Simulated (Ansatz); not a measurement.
A set of 12 reactions (hydrogenolysis), with CCSD(T)/CBS values in kJ/mol:

| reaction | ΔE |
| --- | --- |
| `O[SiH](F)N[SiH2]F` + H₂ → `F[SiH2]N[SiH2]F` + H₂O | 95.3 |
| `[SiH3][CH2][AlH][GaH2]` + H₂ → `[AlH2][CH2][SiH3]` + `[GaH3]` | 12.8 |
| `[GaH2][SiH]1OCS1` + H₂ → `C1O[SiH2]S1` + `[GaH3]` | -4.2 |
| `CC([SiH3])Br` + H₂ → `CC[SiH3]` + HBr | -64.5 |
| `C[Se][Ga]([Cl])[Cl]` + H₂ → `[Cl][Ga]([Cl])[SeH]` + CH₄ | -70.9 |
| `C[C@@H]1O[C@]1(N)F` + H₂ → `NC1(F)CO1` + CH₄ | -51.1 |
| `N[Si](O)(F)CF` + H₂ → `O[SiH](F)CF` + NH₃ | 56.8 |
| `[F][Al]([O][SiH3])[O][SiH3]` + H₂ → `[SiH3][O][AlH][O][SiH3]` + H–F | 156.7 |
| `CN1C[SiH]1F` + H₂ → `CN1C[SiH2]1` + H–F | 119.4 |
| `[F][Sn]([SH])([Cl])[Cl]` + H₂ → `[F][SnH]([SH])[Cl]` + HCl | 63.6 |
| `O[SiH](Cl)[GeH2][Cl]` + H₂ → `O[SiH](Cl)[GeH3]` + HCl | 53.2 |
| `CC[CH2][AlH][CH3]` + H₂ → `CC[CH2][AlH2]` + CH₄ | -22.1 |

Computed with Ansatz on PBE0-D4/def2-TZVP structures; ΔE is electronic, products minus reactants. CBS: MP2 limit from def2 TZ/QZ plus the TZ coupled-cluster correction, frozen cores. This one scheme is used for every species. DFT in def2-TZVPP. B3LYP here is the variant with VWN-RPA as its local correlation; programs differ in this. def2 core potentials past Kr. For Br, Ga, Ge, Se, Sn outer-core shells are correlated without core-valence functions, which leaves a few kJ/mol of doubt a bond. Scalar relativity is left out up to krypton. One conformer a species, not always the lowest.

Task: Give the mean, mean absolute and largest difference (level minus CCSD(T)/CBS, kJ/mol) for: r2SCAN-D4, PBE0-D4, B3LYP-D4, ωB97X-V, ωB97M-V, PBE0, SCS-MP2/def2-TZVPP, CCSD/def2-TZVPP, HF/def2-QZVPP, MP2/def2-QZVPP, SCS-MP2/def2-QZVPP, HF/CBS(def2), MP2/CBS(def2), CCSD/CBS(def2). (An estimate is asked.)

Result: The calculation gave: 
```tsv
level	mean	mean absolute	largest
r2SCAN-D4	3.3	4.2	9.2
PBE0-D4	-2.1	4.1	-9.4
B3LYP-D4	-0.3	2.9	6.1
ωB97X-V	-3.4	4.4	-12.9
ωB97M-V	-1.9	4.0	-9.3
PBE0	-6.7	6.7	-12.0
SCS-MP2/def2-TZVPP	-2.4	4.2	-15.2
CCSD/def2-TZVPP	-6.9	6.9	-12.6
HF/def2-QZVPP	-18.6	20.2	-56.7
MP2/def2-QZVPP	4.0	4.6	7.3
SCS-MP2/def2-QZVPP	-0.8	3.9	-14.0
HF/CBS(def2)	-18.6	20.3	-56.9
MP2/CBS(def2)	5.1	5.2	9.4
CCSD/CBS(def2)	-3.9	3.9	-7.9
```

The largest T1 diagnostic in the set is 0.013, for `[GaH2][SiH]1OCS1` (customary mark 0.02).

CCSD(T)/CBS is a level of theory with its own doubt, and the functionals carry their triple-zeta basis error, so these figures describe this set and don't rank the functionals.
